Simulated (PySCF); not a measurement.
GeOF2, SMILES [O]=[Ge]([F])[F]. Heavy atoms are numbered as in [Ge:1](=[O:2])([F:3])[F:4].

The structure is a stationary point at B3LYP-D3(BJ)/def2-SVP.

Method: PBE/pcSseg-2 (PySCF).

GIAO shieldings, no solvent; atoms alike by connectivity are averaged. δ = σ(ref) − σ: ⁷³Ge against GeH4 (σ = 1621.0 ppm); ¹⁷O against H2O (σ = 327.5 ppm); ¹⁹F against CFCl3 (σ = 132.0 ppm), references at their B3LYP-D3(BJ)/def2-TZVP geometries, non-relativistic.

| atoms | nucleus | count | δ (ppm) |
|---|---|---|---|
| Ge1 | ⁷³Ge | 1 | 200.7 |
| O2 | ¹⁷O | 1 | [?] |
| F3 | ¹⁹F | 2 | -93.1 |

**Question.** Some entries are withheld; supply them. (An estimate is asked for; the answer gives what the named calculation found.)

**Answer.** 
- O2, δ (ppm): 291.3
